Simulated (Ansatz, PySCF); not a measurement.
This triplet is an excited state, 0.42 eV above the relaxed singlet at the level frozen-core CCSD(T)/cc-pVDZ // PBE0-D3(BJ)/def2-TZVP (Ansatz, an electronic-structure program).

```xyz
9

Si     2.0419     0.2704     0.5218
Ge    -0.0335     1.0129    -0.3447
Si    -2.0419    -0.2268    -0.5412
H      1.8637    -0.3287     1.8730
H      2.9401     1.4493     0.6246
H      2.6709    -0.7408    -0.3711
H     -3.0925     0.6899    -1.0540
H     -2.4649    -0.7633     0.7815
H     -1.8838    -1.3628    -1.4900
```

Charge 0, multiplicity 3.

**Question.** Give the Mulliken and meta-Löwdin atomic charges from PBE-D3(BJ)/def2-TZVP // PBE0-D3(BJ)/def2-TZVP (PySCF).

**Answer.** 
```json
[
 {"atom": "Si1", "Mulliken (e)": "0.01", "meta-Löwdin (e)": "0.23"},
 {"atom": "Ge2", "Mulliken (e)": "0.01", "meta-Löwdin (e)": "-0.11"},
 {"atom": "Si3", "Mulliken (e)": "0.01", "meta-Löwdin (e)": "0.23"},
 {"atom": "H4", "Mulliken (e)": "0.00", "meta-Löwdin (e)": "-0.06"},
 {"atom": "H5", "Mulliken (e)": "-0.01", "meta-Löwdin (e)": "-0.05"},
 {"atom": "H6", "Mulliken (e)": "-0.01", "meta-Löwdin (e)": "-0.06"},
 {"atom": "H7", "Mulliken (e)": "-0.01", "meta-Löwdin (e)": "-0.05"},
 {"atom": "H8", "Mulliken (e)": "0.00", "meta-Löwdin (e)": "-0.06"},
 {"atom": "H9", "Mulliken (e)": "-0.01", "meta-Löwdin (e)": "-0.06"}
]
```
